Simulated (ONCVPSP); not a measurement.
# hydrogen: ONCV pseudisation with PBE, non-relativistic reference atom.

H, optimised norm-conserving Vanderbilt (ONCV), made with ONCVPSP 4.0.1 (PBE, non-relativistic). Core none, reference 1s1. Waves: 1s: rc 1.05 bohr, ncon 4, nbas 7, qcut 7.1 1/bohr, 2 projectors, debl 3.5 Ha; p scattering state at 0.03 Ha: rc 0.80 bohr, ncon 3, nbas 6, qcut 8.7 1/bohr, 2 projectors, debl 0.7 Ha. Local part: polynomial inside 0.80 bohr (lpopt 4, dvloc0 0 Ha). Core correction: none.

Estimate the cutoffs (Ha) at which the residual kinetic energy of the hardest occupied pseudo-wave falls to 1 and 0.1 mHa per electron.

17 Ha and 26 Ha.

Does the potential have ghost states?

No bound ghost flagged; no localised positive-energy state flagged.
